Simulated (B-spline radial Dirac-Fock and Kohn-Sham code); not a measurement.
**Hf⁴⁺: eigenvalues, ΔSCF and the reference**

System: the Hf⁴⁺ ion, [Xe] 4f14.

The density-functional columns are spherical, spin-unpolarised Dirac-Kohn-Sham results without Breit or QED terms: −ε is minus the orbital energy of the initial state and ΔSCF the difference of two total energies. The reference in the last column comes from ΔSCF Dirac-Fock with Breit, self-energy and vacuum polarisation, finite nucleus, configuration average. All numbers are from an atomic code on a B-spline grid, in eV; a selection of levels is shown. The Kohn-Sham columns are given as differences from the reference. For the 1s level of heavy atoms much of the gap between ΔSCF and the reference is the Breit and QED part, -318.6 eV here; for other levels the error of the functional can be larger.

```
level  LDA −ε − DF  LDA ΔSCF − DF  PBE −ε − DF  PBE ΔSCF − DF  Dirac-Fock
   1s       -227.6         +307.3       -171.8         +364.9     65391.4
   2s       -155.9          -57.9       -148.0          -50.3     11329.4
2p1/2       -110.6          +15.2       -107.1          +18.6     10790.0
2p3/2       -122.7          -13.5       -120.5          -11.5      9611.6
   3s        -79.5          -50.9        -77.2          -48.8      2656.5
3p1/2        -62.5          -31.9        -61.7          -31.1      2419.4
3p3/2        -61.7          -33.7        -61.2          -33.3      2163.5
3d3/2        -40.5           -6.9        -40.6           -7.1      1767.5
3d5/2        -41.5           -8.9        -41.7           -9.2      1712.8
   4s        -41.7          -27.8        -40.8          -26.9       593.1
4p1/2        -34.4          -20.6        -34.0          -20.2       495.5
4p3/2        -34.6          -21.2        -34.1          -20.7       437.2
4d3/2        -22.9           -9.8        -22.9           -9.8       276.6
4d5/2        -22.9          -10.0        -22.9           -9.9       266.0
4f5/2         -7.3           +4.5         -7.7           +4.1       66.46
4f7/2         -7.4           +4.3         -7.8           +3.9       64.81
   5s        -11.3           -2.2        -11.6           -2.6       119.2
5p1/2         -6.2           +2.3         -6.6           +1.8       88.10
5p3/2         -6.2           +1.8         -6.5           +1.5       79.83
```

Values without a named source are computed, but for edge energies of neutral atoms, which are taken from tables.
